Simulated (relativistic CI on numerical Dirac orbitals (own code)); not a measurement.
# Energy levels of K5+

These numbers are calculated, not measured: Dirac-Coulomb-Breit CI, separate exchange-only KLI orbitals for each configuration, model QED, valence Slater integrals scaled by 0.85, P86 correlation energy added to each configuration (own radial code, finite nucleus).

Configurations in the expansion (outside the closed core [Ne]): 3s2 3p2, 3s 3p3, 3s2 3p 3d, 3p4, 3s 3p2 3d, 3s2 3p 4s, 3p3 3d, 3s2 3p 4p, 3s 3p 3d2, 3s2 3p 4d, 3s2 3p 4f, 3s 3p2 4s, 3s2 3p 5s, 3s2 3p 5p, 3s 3p2 4p, 3s2 3p 5d, 3s2 3p 5f, 3s2 3p 5g, 3s2 3p 6s, 3s 3p2 4d, 3s2 3p 6p, 3s2 3p 6d, 3s 3p2 4f, 3s2 3d 4p, 3s 3p2 5s, 3p3 4s, 3s 3p2 5p, 3s 3p2 5d, 3s 3p 3d 4s, 3p3 4p, 3s 3p2 5f, 3s 3p2 5g, 3s 3p2 6s, 3s2 3d2, 3s 3d3, 3p2 3d2, 3p 3d3, 3p 3d2 4s, 3p 3d2 4p, 3p 3d2 4d, 3s2 3d 4s, 3s 3d2 4s. Double excitations out of closed p, d and f shells are left out; levels of such configurations are missing from the list, as are those of other unlisted configurations, and high levels can miss mixing partners. These lack a partner that the ground configuration has and come out too high: 3s 3p2 4p, 3s 3p2 4d, 3s 3p2 4f, 3s 3p2 5s, 3s 3p2 5p.

The lowest level is 3s2 3p2 3P_0, with 96 % of that term; Hund's rules for 3s2 3p2 give 3P with J = 0, in agreement.

```tsv
No.	Configuration	Term	J	E (cm⁻¹)	%	Landé g	Lifetime (s)
1	3s2 3p2	3P	0	0	96		
2	3s2 3p2	3P	1	1131	97	1.501	3.87e+01
3	3s2 3p2	3P	2	2908	96	1.497	1.33e+01
4	3s2 3p2	1D	2	18502	96	1.003	5.95e-01
5	3s2 3p2	1S	0	41397	95		5.60e-02
6	3s 3p3(4S°)	5S°	2	104308	99	2.001	2.33e-06
7	3s 3p3(2D°)	3D°	1	143842	87	0.502	1.97e-09
8	3s 3p3(2D°)	3D°	2	143886	87	1.169	2.01e-09
9	3s 3p3(2D°)	3D°	3	144086	88	1.334	2.09e-09
10	3s 3p3(2P°)	3P°	0	164543	88		7.15e-10
11	3s 3p3(2P°)	3P°	1	164565	88	1.498	7.24e-10
12	3s 3p3(2P°)	3P°	2	164591	87	1.497	7.49e-10
13	3s 3p3(2D°)	1D°	2	182283	56	1.002	4.97e-10
14	3s 3p3(4S°)	3S°	1	215834	90	1.945	3.85e-11
15	3s2 3p 3d	3F°	2	222191	97	0.666	4.04e-08
16	3s 3p3(2P°)	1P°	1	222248	81	1.056	6.82e-11
17	3s2 3p 3d	3F°	3	223200	97	1.083	5.71e-08
18	3s2 3p 3d	3F°	4	224605	97	1.250	1.11e-01
19	3s2 3p 3d	3P°	2	253088	58	1.339	4.34e-11
20	3s2 3p 3d	3P°	1	254616	85	1.482	4.65e-11
21	3s2 3p 3d	3P°	0	255165	87		4.66e-11
22	3s2 3p 3d	1D°	2	255210	38	1.154	3.97e-11
23	3s2 3p 3d	3D°	1	261047	84	0.518	2.92e-11
24	3s2 3p 3d	3D°	2	261474	84	1.174	2.94e-11
25	3s2 3p 3d	3D°	3	261749	86	1.333	2.95e-11
26	3s2 3p 3d	1F°	3	286616	96	1.000	2.65e-11
27	3s2 3p 3d	1P°	1	293606	86	0.999	3.57e-11
28	3p4	3P	2	312466	54	1.491	3.49e-10
29	3p4	3P	1	314195	54	1.501	3.48e-10
30	3p4	3P	0	314883	54		3.47e-10
```

Energies count from the lowest computed level; ° marks odd parity; lifetimes are radiative, by E1, M1, E2 decay to levels of this space only. Percentages are summed over parent terms; the parents shown are those of the largest component, closed shells are left out there.

The mean weight of the leading LS term, summed over parents, in these 30 levels is 83 %, and that of the leading jj configuration (from the same eigenvectors) 58 %, so LS coupling describes them better.

At this charge configurations can still be misplaced by up to about 7 % of their energy. 25 of the 25 excited levels that our extract of the measured tables holds in this range could be paired (the sources list more); they are missed by 1560 cm⁻¹ on average and 3411 at most, and levels without a partner can miss by more.

Landé's interval rule says that E(J) − E(J−1) = AJ with one A. For the ground term the intervals give A = 1130.6, 888.9 cm⁻¹ for J = 1, 2; the multiplet is regular.

LS names give the leading component of a level, which can be under half, so a name can repeat, a term be missing and a line seem to break the LS rules.
